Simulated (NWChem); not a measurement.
GaNH4O; SMILES [OH][GaH][NH2]

All runs: NWChem. Coordinates come from a PBE0/def2-SVP optimisation. One conformer.

Diagonal of the polarisability tensor at B3LYP/def2-SVPD, static: 44.77, 47.71, 35.10 bohr³.

Problem. Find the mean polarisability volume, the molar refraction, and the refractive index that an ideal gas of it would have at 273.15 K and 1 atm.

Solution. 
1. Mean: one third of the trace = 42.53 bohr³ × 0.14818 Å³/bohr³ = 6.30 Å³.
2. Molar refraction (Lorentz-Lorenz): (4π/3) N_A α = 15.9 cm³/mol.
3. Number density p/kT = 2.687 × 10⁻⁵ Å⁻³; n − 1 = 2π N α = 10.64 × 10⁻⁴.
4. These hold the electronic response alone: vibrational and orientational terms add to the static dielectric constant.
